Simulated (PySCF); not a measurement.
**Dipole response of Cl (chlorine, neutral)**

[Ne] 3s2 3p5, 2P determinant. Calculation: PySCF 2.14, in aug-cc-pV(5+d)Z; the non-relativistic Hamiltonian (point nucleus). Coupled (time-dependent) response in atomic units; α is the mean over directions.

```
method  mean α (bohr³)         α xx, yy, zz  C₆ (like pair)  S(−4)
   UHF           14.23  13.16, 14.76, 14.76           89.03  49.92
   PBE           15.73  14.28, 16.45, 16.45           100.1  68.82
  PBE0           15.04  13.76, 15.68, 15.68           94.97  59.78
```

S(−4) is the Cauchy moment in α(ω) = α(0) + S(−4) ω² + …

Reference α: 14.6 ± 0.1 bohr³ (recommended; Schwerdtfeger and Nagle, table of static dipole polarizabilities (2023 update)). Published C₆: 94.60 (Chu and Dalgarno (2004); Tang, Norbeck and Certain (1976)).

α(iu) at UHF:

| u (hartree) | α(iu) (bohr³) |
| --- | --- |
| 0 | 14.23 |
| 0.0500 | 14.10 |
| 0.100 | 13.75 |
| 0.200 | 12.53 |
| 0.300 | 11.00 |
| 0.500 | 8.089 |
| 0.750 | 5.488 |
| 1.00 | 3.855 |
| 1.50 | 2.139 |
| 2.00 | 1.348 |
| 3.00 | 0.6829 |
| 5.00 | 0.2896 |

A single London oscillator, α(iu) = α/(1 + u²/ω²), gives C₆ = (3/4) ω α². Matching the computed C₆ needs ω = 4 × 89.03 / (3 × 14.23²) = 0.586 hartree.

The components differ because the open shell of this determinant is not spherical; for a pure term their mean is the scalar polarisability.
